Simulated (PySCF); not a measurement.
C₆H₇ (SMILES [CH]1C=CC=CC1), doublet, at a GFN2-xTB geometry, atoms displaced at random by about 0.08 Å a coordinate; PBE0/STO-3G, gradient (PySCF).

Input for PySCF:
```python
from pyscf import gto, scf, dft

mol = gto.M(
    atom='''
C    -0.729931   -1.018369   -0.042237
C     0.598803   -1.199789    0.233226
C     1.475016   -0.151208    0.127273
C     0.929359    1.140367    0.031884
C    -0.414027    1.151682   -0.180500
C    -1.413887    0.130240   -0.210256
H    -1.361083   -1.993395    0.048263
H     1.071492   -2.376136    0.280362
H     2.506234   -0.336468    0.311116
H     1.472053    1.904162    0.027315
H    -0.715263    2.452307   -0.451703
H    -2.256600    0.387211    0.584272
H    -2.020641    0.096679   -0.954847
''',
    basis='sto-3g',
    charge=0,
    spin=1,
    verbose=4,
)

mf = dft.UKS(mol)
mf.xc = 'pbe0'
mf.kernel()
g = mf.nuc_grad_method()
grad = g.kernel()
```

Task: What does PySCF print? Leave out banner, timings and long lists.

Result: 
```
PySCF version 2.14.0

[INPUT] verbose = 4
[INPUT] num. atoms = 13
[INPUT] num. electrons = 43
[INPUT] charge = 0
[INPUT] spin (= nelec alpha-beta = 2S) = 1
[INPUT] symmetry False subgroup None
[INPUT] Mole.unit = angstrom
[INPUT] Symbol           X                Y                Z      unit          X                Y                Z       unit  Magmom
[INPUT]  1 C     -0.729931000000  -1.018369000000  -0.042237000000 AA   -1.379369679830  -1.924438503747  -0.079816362323 Bohr   0.0
[INPUT]  2 C      0.598803000000  -1.199789000000   0.233226000000 AA    1.131573672568  -2.267272617266   0.440733265128 Bohr   0.0
[INPUT]  3 C      1.475016000000  -0.151208000000   0.127273000000 AA    2.787376269351  -0.285741707843   0.240511113052 Bohr   0.0
[INPUT]  4 C      0.929359000000   1.140367000000   0.031884000000 AA    1.756233981400   2.154981311492   0.060252027756 Bohr   0.0
[INPUT]  5 C     -0.414027000000   1.151682000000  -0.180500000000 AA   -0.782397638175   2.176363562591  -0.341095565484 Bohr   0.0
[INPUT]  6 C     -1.413887000000   0.130240000000  -0.210256000000 AA   -2.671859201083   0.246117930463  -0.397326256047 Bohr   0.0
[INPUT]  7 H     -1.361083000000  -1.993395000000   0.048263000000 AA   -2.572074102801  -3.766970608077   0.091203851950 Bohr   0.0
[INPUT]  8 H      1.071492000000  -2.376136000000   0.280362000000 AA    2.024826424662  -4.490246274720   0.529807395735 Bohr   0.0
[INPUT]  9 H      2.506234000000  -0.336468000000   0.311116000000 AA    4.736095864073  -0.635832369680   0.587924032970 Bohr   0.0
[INPUT] 10 H      1.472053000000   1.904162000000   0.027315000000 AA    2.781777010844   3.598344676804   0.051617869092 Bohr   0.0
[INPUT] 11 H     -0.715263000000   2.452307000000  -0.451703000000 AA   -1.351651177035   4.634188603354  -0.853594959644 Bohr   0.0
[INPUT] 12 H     -2.256600000000   0.387211000000   0.584272000000 AA   -4.264355972694   0.731722742419   1.104114062252 Bohr   0.0
[INPUT] 13 H     -2.020641000000   0.096679000000  -0.954847000000 AA   -3.818458086067   0.182696831997  -1.804399320863 Bohr   0.0

nuclear repulsion = 215.007342037515
number of shells = 25
number of NR pGTOs = 111
number of NR cGTOs = 37
basis = sto-3g
ecp = {}

******** <class 'pyscf.dft.uks.UKS'> ********
method = UKS
initial guess = minao
damping factor = 0
level_shift factor = 0
DIIS = <class 'pyscf.scf.diis.CDIIS'>
diis_start_cycle = 1
diis_space = 8
diis_damp = 0
SCF conv_tol = 1e-09
SCF conv_tol_grad = None
SCF max_cycles = 50
direct_scf = True
direct_scf_tol = 1e-13
number electrons alpha = 22  beta = 21
XC library pyscf.dft.libxc version 7.1.2
    S. Lehtola, C. Steigemann, M. J. T. Oliveira, and M. A. L. Marques,  SoftwareX 7, 1–5 (2018)
XC functionals = pbe0
    C. Adamo and V. Barone,  J. Chem. Phys. 110, 6158 (1999)
    M. Ernzerhof and G. E. Scuseria,  J. Chem. Phys. 110, 5029 (1999)
radial grids:
    Treutler-Ahlrichs [JCP 102, 346 (1995); DOI:10.1063/1.469408] (M4) radial grids

becke partition: Becke, JCP 88, 2547 (1988); DOI:10.1063/1.454033
pruning grids: <function nwchem_prune>
grids dens level: 3
symmetrized grids: False
atomic radii adjust function: <function treutler_atomic_radii_adjust>
small_rho_cutoff = 0
Set gradient conv threshold to 3.16228e-05
tot grids = 153368
init E= -230.890552147393

cycle= 1 E= -229.518781447719  delta_E= 1.37  |g|= 0.136  |ddm|= 3.53
cycle= 2 E= -229.52796934808  delta_E= -0.00919  |g|= 0.113  |ddm|= 0.409
cycle= 3 E= -229.537155688319  delta_E= -0.00919  |g|= 0.0434  |ddm|= 0.215
cycle= 4 E= -229.538727989318  delta_E= -0.00157  |g|= 0.0214  |ddm|= 0.081
cycle= 5 E= -229.539540644143  delta_E= -0.000813  |g|= 0.00792  |ddm|= 0.0589
cycle= 6 E= -229.539791416824  delta_E= -0.000251  |g|= 0.00488  |ddm|= 0.0483
cycle= 7 E= -229.539830159715  delta_E= -3.87e-05  |g|= 0.00122  |ddm|= 0.0181
cycle= 8 E= -229.539833118288  delta_E= -2.96e-06  |g|= 0.000765  |ddm|= 0.0045
cycle= 9 E= -229.539834084122  delta_E= -9.66e-07  |g|= 0.000296  |ddm|= 0.0024
cycle= 10 E= -229.539834308027  delta_E= -2.24e-07  |g|= 0.000102  |ddm|= 0.00138
cycle= 11 E= -229.539834339182  delta_E= -3.12e-08  |g|= 5.14e-05  |ddm|= 0.000476
cycle= 12 E= -229.53983434796  delta_E= -8.78e-09  |g|= 2.69e-05  |ddm|= 0.000275
cycle= 13 E= -229.539834349723  delta_E= -1.76e-09  |g|= 2.14e-05  |ddm|= 0.000153
cycle= 14 E= -229.539834350031  delta_E= -3.08e-10  |g|= 7.9e-06  |ddm|= 4.13e-05
Extra cycle  E= -229.539834350037  delta_E= -6.2e-12  |g|= 1.05e-05  |ddm|= 2.65e-05
converged SCF energy = -229.539834350037  <S^2> = 0.83046483  2S+1 = 2.0789082

******** <class 'pyscf.grad.uks.Gradients'> for <class 'pyscf.dft.uks.UKS'> ********
unit = Eh/Bohr
grid_response = False
--------------- UKS gradients ---------------
         x                y                z
0 C    -0.0136191874     0.2195232375    -0.0474259679
1 C    -0.0215657250     0.1163000328     0.0180718566
2 C    -0.0293232471    -0.0133587796    -0.0223261177
3 C     0.1159983290     0.1814401326     0.0077032080
4 C    -0.0024222770    -0.2303682648     0.0384009754
5 C     0.0200569142    -0.1043684785    -0.1321663356
6 H    -0.0223747659    -0.0373980986     0.0092147809
7 H     0.0379506331    -0.0857349520    -0.0021563318
8 H    -0.0287157619    -0.0010882560    -0.0004426405
9 H    -0.1094671323    -0.1636406044     0.0021481091
10 H    -0.0055444496     0.1079211269    -0.0233430662
11 H    -0.0329557765     0.0135949193     0.0083988693
12 H     0.0919764995    -0.0028157794     0.1439119535
----------------------------------------------
```
